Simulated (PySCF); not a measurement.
An unknown gives this computed stick spectrum. Level of theory: TDDFT wB97X-D/def2-SVPD, vertical, gas phase, core orbitals frozen in the response in PySCF 2.14.0, density-fitted response routines. Geometries: PBE0-D3(BJ)/def2-SVP, one conformer each. Relativistic effects are left out although some hold elements past zinc.

```json
{"state": "S1", "E (eV)": "6.55", "f": "0.379", "main configurations (H = HOMO, L = LUMO)": "H→L (60%), H→L+1 (28%)"}
{"state": "S2", "E (eV)": "6.79", "f": "0.0036", "main configurations (H = HOMO, L = LUMO)": "H→L+1 (56%), H→L+2 (20%), H→L (14%)"}
{"state": "S3", "E (eV)": "7.45", "f": "0.014", "main configurations (H = HOMO, L = LUMO)": "H→L+2 (42%), H→L (17%), H→L+3 (10%)"}
{"state": "S4", "E (eV)": "7.53", "f": "0.095", "main configurations (H = HOMO, L = LUMO)": "H→L+4 (37%), H→L+3 (34%), H→L+2 (16%)"}
{"state": "S5", "E (eV)": "7.72", "f": "0.017", "main configurations (H = HOMO, L = LUMO)": "H-2→L (29%), H→L+3 (19%), H→L+4 (16%)"}
{"state": "S6", "E (eV)": "7.77", "f": "0.022", "main configurations (H = HOMO, L = LUMO)": "H-1→L (28%), H→L+4 (19%), H→L+3 (15%)"}
```

Orbital energies (eV): HOMO-3 -11.08, HOMO-2 -10.41, HOMO-1 -10.38, HOMO -8.59, LUMO 1.75, LUMO+1 2.10, LUMO+2 2.42.

**Question.** Which structure fits? All have the formula C6H12Ge.
A. `C=C([CH2][GeH3])C1CC1`
B. `[CH2]1C[C@H](C2CC2)[GeH2]1`
C. `CC(C)CC#[C][GeH3]`

**Answer.** A. Its S1 lies at 6.55 eV; the nearest of the others has S1 at 6.90 eV. S1 is HOMO→LUMO (60%), HOMO→LUMO+1 (28%). Löwdin shares by element: HOMO carbon 74% or more (atoms not listed hold the other 26%); LUMO carbon 29% or more, germanium 27%, hydrogen 8% or more (atoms not listed hold the other 36%). At the same level the other candidates give, for their lowest levels:
- `CC(C)CC#[C][GeH3]`: 6.03 eV (f 0.000); 6.28 eV (f 0.001); 6.30 eV (f 0.001); 7.24 eV (f 0.000); 7.30 eV (f 0.006); HOMO -9.37, LUMO 1.80 eV
- `[CH2]1C[C@H](C2CC2)[GeH2]1`: 6.90 eV (f 0.035); 7.12 eV (f 0.046); 7.43 eV (f 0.029); 7.67 eV (f 0.067); 7.79 eV (f 0.041); T1 6.27 eV; HOMO -9.22, LUMO 1.92 eV

Conformer computed: `[CH2:1]=[C:2]([CH2:3][GeH3:4])[CH:5]1[CH2:6][CH2:7]1`: C1–C2–C3–Ge4 -112°, C1–C2–C5–C6 83°.
Triplets come from the Tamm–Dancoff approximation.
